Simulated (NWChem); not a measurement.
Species: AlP$_{2}$H$_{5}$; SMILES [PH2][AlH][PH2]

```xyz
8

Al    -0.7859    -0.0150     0.0000
H     -2.3696    -0.1707     0.0000
P      0.3649    -0.1012    -2.0265
H     -0.5157     0.8143    -2.6812
H      1.3348     0.8862    -1.6738
P      0.3649    -0.1012     2.0265
H      1.3348     0.8862     1.6738
H     -0.5157     0.8143     2.6812
```
Atoms are numbered in this order, from 1.

All runs: NWChem. The geometry was optimised at PBE0/def2-SVP. LC-ωPBE (HJS hole) with def2-SVP; x = 1 − exp(−ω/0.25 bohr⁻¹) is a scale chosen for this fit.

```csv
row,x,−ε(HOMO) (eV)
ω = 0.15,0.451,7.93
ω = 0.20,0.551,withheld
ω = 0.30,0.699,9.10
ω = 0.35,0.753,9.35
ω = 0.60,0.909,10.01
```

Q: Fit a straight line of the last column on the one before it, predict the withheld value, and compare with the run.

A: 
1. Means of the 4 shown rows: x = 0.7030, y = 9.098. Slope Σ(x − x̄)(y − ȳ)/Σ(x − x̄)² = 0.4948/0.1085 = 4.562; intercept 5.890.
2. The shown rows scatter about the line by 0.023 (root mean square); the largest residual is -0.03, at ω = 0.60.
3. At x = 0.551 (ω = 0.20; inside the shown range) the line gives 8.40.
4. The run gives 8.40, 0.00 from the line, 0.0 times the scatter.
